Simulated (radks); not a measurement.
Question: Spherical jellium clusters: N electrons in a uniform positive sphere of charge N and radius rs N^(1/3), rs = 2.15 bohr. Method: non-relativistic Kohn-Sham, LDA (Slater exchange, Perdew-Wang correlation), spin-polarised, spherical densities; computed with a radial shooting solver with Libxc functionals. Levels are named by radial order and angular momentum (1s, 1p, 1d, 2s, ...), and open shells are averaged over m. At N = 15 the configuration is 1s2 1p6 1d(up 5, down 1) 2s(up 1, down 0). The background grows by one charge. Does electron 16 go into 2p up or 2s down or 1d down?

Answer: Into 1d down. The total energies of the other choices lie higher by 0.684 eV (2s down), 2.82 eV (2p up). A rearrangement to 1s2 1p6 1d(up 5, down 3) is lower still, by 0.0969 eV.
